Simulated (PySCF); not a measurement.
Working out the excitation energy of Si

Si [Ne] 3s2 3p2 (3P) → Si [Ne] 3s1 3p2 4s1 (5P). Calculation: PySCF 2.14, in x2c-TZVPPall with one added diffuse shell each of s, p, d type (6s6p4d1f, 51 functions); scalar relativity by spin-free X2C-1e. Frozen: [Ne]. Energies in hartree (1 hartree = 27.21139 eV):

```tsv
part	Si (lower)	Si (upper)
UHF	-289.454361	-289.137746
CCSD correlation	-0.074284	-0.023649
(T)	-0.002507	-0.000400
```

Question: What does Hartree-Fock give?

Answer: (-289.137746) − (-289.454361) = 0.316615 hartree = 8.616 eV.

Question: What do CCSD and CCSD(T) give?

Answer: The CCSD correlation energies differ by 0.050635 hartree = 1.378 eV and the triples by 0.002107 hartree = 0.057 eV, so CCSD gives 9.994 eV and CCSD(T) 10.051 eV.

The upper state lies above the first ionisation limit, but in LS coupling its spin forbids autoionisation to the ground ion. A Rydberg-like electron needs more diffuse functions than a valence basis has.
